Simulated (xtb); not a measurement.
xtb job for F2Zr, SMILES [F][Zr][F], multiplicity 1, GFN2-xTB. 

```
$ xtb mol.xyz --gfn 2 --sp --chrg 0 --uhf 0 --json
$ cat mol.xyz
3

Zr     0.00000000     0.00000000     0.00000000
F      0.00000000     0.00000000     1.81234702
F      0.00000000     0.00000000    -1.81234702
```

Log of the run:

```
[banner left out]
          |                Calculation Setup                |
           -------------------------------------------------



           -------------------------------------------------
          |                 G F N 2 - x T B                 |
           -------------------------------------------------

        Reference                      10.1021/acs.jctc.8b01176
      * Hamiltonian:
        H0-scaling (s, p, d)           1.850000    2.230000    2.230000
        zeta-weighting                 0.500000
      * Dispersion:
        s8                             2.700000
        a1                             0.520000
        a2                             5.000000
        s9                             5.000000
      * Repulsion:
        kExp                           1.500000    1.000000
        rExp                           1.000000
      * Coulomb:
        alpha                          2.000000
        third order                    shell-resolved
        anisotropic                    true
        a3                             3.000000
        a5                             4.000000
        cn-shift                       1.200000
        cn-exp                         4.000000
        max-rad                        5.000000


          ...................................................
          :                      SETUP                      :
          :.................................................:
          :  # basis functions                  18          :
          :  # atomic orbitals                  17          :
          :  # shells                            7          :
          :  # electrons                        18          :
          :  max. iterations                   250          :
          :  Hamiltonian                  GFN2-xTB          :
          :  restarted?                      false          :
          :  GBSA solvation                  false          :
          :  PC potential                    false          :
          :  electronic temp.          300.0000000     K    :
          :  accuracy                    1.0000000          :
          :  -> integral cutoff          0.2500000E+02      :
          :  -> integral neglect         0.1000000E-07      :
          :  -> SCF convergence          0.1000000E-05 Eh   :
          :  -> wf. convergence          0.1000000E-03 e    :
          :  Broyden damping             0.4000000          :
          :  net charge                          0          :
          :  unpaired electrons                  0          :
          ...................................................

 iter      E             dE          RMSdq      gap      omega  full diag
   1    -11.0442034 -0.110442E+02  0.321E+01    1.55       0.0  T
   2    -11.1339470 -0.897435E-01  0.115E+01    1.47       1.0  T
   3    -11.1342100 -0.263025E-03  0.463E+00    1.50       1.0  T
   4    -11.1342480 -0.380540E-04  0.428E-01    1.55       1.0  T
   5    -11.1342618 -0.137246E-04  0.131E-01    1.55       1.0  T
   6    -11.1342621 -0.372501E-06  0.535E-02    1.56       1.1  T
   7    -11.1342632 -0.105637E-05  0.610E-03    1.55       9.5  T
   8    -11.1342632 -0.171293E-07  0.223E-03    1.55      25.9  T
   9    -11.1342632 -0.928431E-10  0.224E-04    1.55     258.0  T
  10    -11.1342632 -0.183622E-10  0.356E-05    1.55    1622.5  T

   *** convergence criteria satisfied after 10 iterations ***

         #    Occupation            Energy/Eh            Energy/eV
      -------------------------------------------------------------
         1        2.0000           -0.8387019             -22.8222
       ...           ...                  ...                  ...
         3        2.0000           -0.5079341             -13.8216
         4        2.0000           -0.4977409             -13.5442
         5        2.0000           -0.4977409             -13.5442
         6        2.0000           -0.4846347             -13.1876
         7        2.0000           -0.4846347             -13.1876
         8        2.0000           -0.4832513             -13.1499
         9        2.0000           -0.3416563              -9.2969 (HOMO)
        10                         -0.2845665              -7.7434 (LUMO)
        11                         -0.2845665              -7.7434
        12                         -0.2632389              -7.1631
        13                         -0.2632389              -7.1631
        14                         -0.0624998              -1.7007
       ...                                ...                  ...
        17                          0.5245614              14.2740
      -------------------------------------------------------------
                  HL-Gap            0.0570898 Eh            1.5535 eV
             Fermi-level           -0.3134261 Eh           -8.5288 eV

 SCC (total)                   0 d,  0 h,  0 min,  0.003 sec
 SCC setup                      ...        0 min,  0.000 sec (  2.601%)
 Dispersion                     ...        0 min,  0.000 sec (  0.560%)
 classical contributions        ...        0 min,  0.000 sec (  0.387%)
 integral evaluation            ...        0 min,  0.000 sec ( 15.077%)
 iterations                     ...        0 min,  0.002 sec ( 57.449%)
 molecular gradient             ...        0 min,  0.001 sec ( 19.554%)
 printout                       ...        0 min,  0.000 sec (  3.999%)

         :::::::::::::::::::::::::::::::::::::::::::::::::::::
         ::                     SUMMARY                     ::
         :::::::::::::::::::::::::::::::::::::::::::::::::::::
         :: total energy             -11.105236162105 Eh    ::
         :: gradient norm              0.000353308431 Eh/a0 ::
         :: HOMO-LUMO gap              1.553493300139 eV    ::
         ::.................................................::
         :: SCC energy               -11.134263225626 Eh    ::
         :: -> isotropic ES            0.042215969238 Eh    ::
         :: -> anisotropic ES          0.006967773782 Eh    ::
         :: -> anisotropic XC         -0.002301233475 Eh    ::
         :: -> dispersion             -0.000938537879 Eh    ::
         :: repulsion energy           0.029027063521 Eh    ::
         :: add. restraining           0.000000000000 Eh    ::
         :: total charge              -0.000000000000 e     ::
         :::::::::::::::::::::::::::::::::::::::::::::::::::::

           -------------------------------------------------
          |                Property Printout                |
           -------------------------------------------------

    * Orbital Energies and Occupations

         #    Occupation            Energy/Eh            Energy/eV
      -------------------------------------------------------------
         1        2.0000           -0.8387019             -22.8222
         2        2.0000           -0.8232466             -22.4017
         3        2.0000           -0.5079341             -13.8216
         4        2.0000           -0.4977409             -13.5442
         5        2.0000           -0.4977409             -13.5442
         6        2.0000           -0.4846347             -13.1876
         7        2.0000           -0.4846347             -13.1876
         8        2.0000           -0.4832513             -13.1499
         9        2.0000           -0.3416563              -9.2969 (HOMO)
        10                         -0.2845665              -7.7434 (LUMO)
        11                         -0.2845665              -7.7434
        12                         -0.2632389              -7.1631
        13                         -0.2632389              -7.1631
        14                         -0.0624998              -1.7007
Note: The following floating-point exceptions are signalling: IEEE_DENORMAL
normal termination of xtb
        15                         -0.0624998              -1.7007
        16                          0.2124638               5.7814
        17                          0.5245614              14.2740
      -------------------------------------------------------------
                  HL-Gap            0.0570898 Eh            1.5535 eV
             Fermi-level           -0.3134261 Eh           -8.5288 eV

     #   Z          covCN         q      C6AA      α(0)
     1  40 Zr       1.282     0.782   460.784    49.167
     2   9 F        0.641    -0.391    13.438     4.326
     3   9 F        0.641    -0.391    13.438     4.326

 Mol. C6AA /au·bohr⁶  :        783.259390
 Mol. C8AA /au·bohr⁸  :      91636.390196
 Mol. α(0) /au        :         57.818719


Wiberg/Mayer (AO) data.
largest (>0.10) Wiberg bond orders for each atom

 ---------------------------------------------------------------------------
     #   Z sym  total        # sym  WBO       # sym  WBO       # sym  WBO
 ---------------------------------------------------------------------------
     1  40 Zr   2.040 --     3 F    1.020     2 F    1.020
     2   9 F    1.064 --     1 Zr   1.020
     3   9 F    1.064 --     1 Zr   1.020
 ---------------------------------------------------------------------------

Topologies differ in total number of bonds
Writing topology from bond orders to xtbtopo.mol

molecular dipole:
                 x           y           z       tot (Debye)
 q only:        0.000       0.000       0.000
   full:       -0.000       0.000       0.000       0.000
molecular quadrupole (traceless):
                xx          xy          yy          xz          yz          zz
 q only:        4.586       0.000       4.586       0.000       0.000      -9.172
  q+dip:        4.808       0.000       4.808       0.000      -0.000      -9.615
   full:        6.488       0.000       6.488       0.000      -0.000     -12.976


           -------------------------------------------------
          | TOTAL ENERGY              -11.105236162105 Eh   |
          | GRADIENT NORM               0.000353308431 Eh/α |
          | HOMO-LUMO GAP               1.553493300139 eV   |
           -------------------------------------------------

------------------------------------------------------------------------
------------------------------------------------------------------------
 total:
 SCF:
```

Self-consistency was reached.
